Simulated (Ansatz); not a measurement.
The same redistribution along the group Mg, Zn, Cd.

Program: Ansatz. Geometries: PBE0-D4/def2-TZVP. ΔE: electronic, gas phase. CBS: MP2 limit from def2 TZ/QZ plus the TZ coupled-cluster correction, frozen cores. Functionals use def2-TZVPP. def2 core potentials past Kr. For Cd, Mg, Sn, Zn outer-core shells are correlated without core-valence functions, which leaves a few kJ/mol of doubt a bond. Scalar relativity is left out up to krypton. One conformer a species, not always the lowest.

| reaction | CCSD(T)/CBS(def2) (kJ/mol) |
| --- | --- |
| `C[O][Mg][OH]` + `[OH][SnH2][SH]` → `[OH][Mg][SH]` + `C[O][SnH2][OH]` | 29 |
| `C[O][Zn][OH]` + `[OH][SnH2][SH]` → `[OH][Zn][SH]` + `C[O][SnH2][OH]` | -25 |
| `C[O][Cd][OH]` + `[OH][SnH2][SH]` → `[OH][Cd][SH]` + `C[O][SnH2][OH]` | ? |

(1) Fill in the missing values. (An estimate is asked.)

Largest T1 diagnostic: 0.017, for `C[O][Zn][OH]`.

Results:

(1) Ansatz gave: `C[O][Cd][OH]` + `[OH][SnH2][SH]` → `[OH][Cd][SH]` + `C[O][SnH2][OH]`: -54.1 kJ/mol.
